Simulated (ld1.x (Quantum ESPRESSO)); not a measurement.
# Pseudopotential generation for iron: ultrasoft, LDA (PZ), scalar-relativistic.

| Item | Value |
| --- | --- |
| Element | Fe (Z = 26) |
| Generator | ld1.x (Quantum ESPRESSO) 7.5 |
| Type | ultrasoft |
| Functional | LDA (PZ) |
| Relativity | scalar-relativistic |
| Frozen core | [Ar] |
| Valence charge | 8 |
| Reference configuration | 3d7 4s1 4p0 |
| Partial waves | 4s (bound): rcut 2.45, rcutus 3.05 bohr; 4s channel at 1.7 Ry: rcut 2.45, rcutus 3.05 bohr; 4p (bound, empty): rcut 3.05, rcutus 3.75 bohr; 4p channel at 0.75 Ry: rcut 3.05, rcutus 3.75 bohr; 3d (bound): rcut 1.75, rcutus 2.10 bohr; 3d channel at 3.5 Ry: rcut 1.75, rcutus 2.10 bohr |
| Local potential | all-electron potential smoothed inside 1.90 bohr (lloc = -1) |
| Core correction | a·sin(br)/r model core inside 1.90 bohr |
| Augmentation charge | PSQ, inside the norm-conserving radii |

* Cutoffs needed: 21 Ry and 40 Ry (the cutoffs (Ry, on a coarse ladder) from which the occupation-weighted sum of valence levels, in a spherical-Bessel basis at the reference potential, stays within 10 and 1 mRy of its value at 400 Ry)
* Ghost test: no extra level below or beside the all-electron valence levels (s, p, d, f tested) (spherical-Bessel basis up to 400 Ry, 20 bohr box)
* Largest excitation error: -1379 meV (all-electron minus pseudo) for 3d4 4s0 4p0, out of 7 test configurations
* Lowest eigenvalue of the overlap operator: 0.54 (p channel)
* Density cutoff estimated by the generator: 136 Ry
